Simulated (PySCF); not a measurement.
Ligand exchange on a metal centre used in film growth or etching (W OH-NH2). All species are isolated molecules in the gas phase. One relaxed conformer stands for each flexible species; it need not be the lowest.

Computed with PBE-D3(BJ)/def2-TZVP // PBE-D3(BJ)/def2-SVP in PySCF 2.14.0. 

```json
[
 {"species": "0 of 6 OH replaced by NH2 ([W(OH)6])", "LUMO (eV)": "[?]", "HOMO (eV)": "-7.13", "charge on the central atom (Mulliken) (e)": "1.24"},
 {"species": "1 of 6 OH replaced by NH2 ([W(OH)5(NH2)])", "LUMO (eV)": "-3.17", "HOMO (eV)": "-6.34", "charge on the central atom (Mulliken) (e)": "1.21"},
 {"species": "2 of 6 OH replaced by NH2 ([W(OH)4(NH2)2])", "LUMO (eV)": "-2.91", "HOMO (eV)": "[?]", "charge on the central atom (Mulliken) (e)": "1.14"},
 {"species": "3 of 6 OH replaced by NH2 ([W(OH)3(NH2)3])", "LUMO (eV)": "-2.76", "HOMO (eV)": "-5.52", "charge on the central atom (Mulliken) (e)": "1.09"},
 {"species": "4 of 6 OH replaced by NH2", "LUMO (eV)": "-2.68", "HOMO (eV)": "-5.35", "charge on the central atom (Mulliken) (e)": "[?]"},
 {"species": "5 of 6 OH replaced by NH2 ([W(OH)(NH2)5])", "LUMO (eV)": "[?]", "HOMO (eV)": "-5.15", "charge on the central atom (Mulliken) (e)": "0.90"},
 {"species": "6 of 6 OH replaced by NH2 ([W(NH2)6])", "LUMO (eV)": "-1.92", "HOMO (eV)": "[?]", "charge on the central atom (Mulliken) (e)": "1.08"}
]
```

Task: Some entries are withheld; supply them.

Result: 
- 0 of 6 OH replaced by NH2 ([W(OH)6]), LUMO (eV): -3.47
- 2 of 6 OH replaced by NH2 ([W(OH)4(NH2)2]), HOMO (eV): -6.08
- 4 of 6 OH replaced by NH2, charge on the central atom (Mulliken) (e): 0.96
- 5 of 6 OH replaced by NH2 ([W(OH)(NH2)5]), LUMO (eV): -2.17
- 6 of 6 OH replaced by NH2 ([W(NH2)6]), HOMO (eV): -4.92
